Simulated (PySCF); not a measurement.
Ligand exchange on a metal centre used in film growth or etching (W OH-NH2). All species are isolated molecules in the gas phase. One relaxed conformer stands for each flexible species; it need not be the lowest. In the def2 sets, heavy atoms carry core potentials. All members: neutral, multiplicity 1. Level: B3LYP-D3(BJ)/def2-TZVP // PBE-D3(BJ)/def2-SVP (PySCF), beside PBE-D3(BJ)/def2-TZVP // PBE-D3(BJ)/def2-SVP (PySCF) at the same geometries. B3LYP has the VWN-RPA correlation part, as in Gaussian. 

```csv
species,"HOMO–LUMO gap, PBE (eV)","HOMO–LUMO gap, B3LYP-D3(BJ) (eV)"
[W(OH)2(NH2)4],2.67,4.24
[W(OH)3(NH2)3],2.76,4.31
[W(NH2)6],3.00,4.52
[W(OH)4(NH2)2],3.17,4.76
[W(OH)5(NH2)],3.17,withheld
[W(OH)6],3.66,5.50
```

### Question
Fit y = a + b·x, y being the HOMO–LUMO gap at the first level, to the 5 complete rows by least squares, with x = the PBE value in eV. Give a, b and the rms residual, and predict the withheld value.

### Answer
Means of the 5 rows: x̄ = 3.052, ȳ = 4.666 eV. Σ(x − x̄)² = 0.61748 and Σ(x − x̄)(y − ȳ) = 0.79244, so b = 1.283 and a = ȳ − b·x̄ = 0.750 eV. The rms residual is 0.058 eV. At x = 3.17 the line gives 4.82 eV. The run for [W(OH)5(NH2)] gave 4.80 eV, so the line is off by 0.02 eV, within twice the rms residual.

Codes: PySCF.
